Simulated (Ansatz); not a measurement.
# How methods differ on GeH2 (SMILES [H][Ge][H])

GeH2 has 3 atoms, charge 0, and is taken as a singlet. As SMILES, `[H][Ge][H]`. The shape comes from GFN2-xTB, which is rough for such elements, and wasn't checked as a minimum.

| atom | x (Å) | y (Å) | z (Å) |
| --- | --- | --- | --- |
| Ge | 0.0046 | -0.0091 | -0.7810 |
| H | 1.0988 | -0.0178 | 0.3984 |
| H | -1.1034 | 0.0269 | 0.3826 |

Quantity: the vertical electron affinity (to the doublet anion), in eV. The values are calculated.

The electron affinity is E(neutral) − E(anion): positive where the electron is bound.

| level | kind | program | value (eV) | less FCI/STO-3G | CPU time (all runs) |
| --- | --- | --- | --- | --- | --- |
| HF/STO-3G | Hartree–Fock | Ansatz | -4.35 | +0.39 | 0.2 s |
| SVWN5/STO-3G | LDA | Ansatz | -3.31 | +1.43 | 2.4 s |
| r2SCAN/STO-3G | meta-GGA | Ansatz | -3.21 | +1.53 | 5.9 s |
| BHLYP/STO-3G | global hybrid | Ansatz | -3.67 | +1.07 | 1.9 s |
| PBE0/STO-3G | global hybrid | Ansatz | -3.41 | +1.33 | 2.5 s |
| wB97X/STO-3G | range-separated hybrid | Ansatz | -3.40 | +1.34 | 12 s |
| B2PLYP/STO-3G | double hybrid | Ansatz | -3.93 | +0.81 | 2.4 s |
| MP2/STO-3G | perturbation theory | Ansatz | -4.56 | +0.18 | 0.21 s |
| CCSD(T)/STO-3G | coupled cluster or CI | Ansatz | -4.73 | +0.01 | 0.38 s |
| FCI/STO-3G | exact in the basis | Ansatz | -4.74 | 0.00 | 0.65 s |

FCI/STO-3G is exact within its basis and frozen core, so for wave-function methods in that basis the difference is their error; functionals converge differently with the basis, so for them it is only a difference. All-electron rows without a relativistic Hamiltonian named are non-relativistic. The values span -4.74 to -3.21 eV. All rows use very small basis sets, so even the best lies far from the true value. In the correlated wave-function rows the outer d shell of Ge is correlated, in sets not made for it. Negative values mean that the anion is unbound at that level; they are set by how diffuse the basis is and aren't properties of the molecule. CPU times are rough (shared hosts, several kinds of processor): they show what a rung costs within a factor of a few.
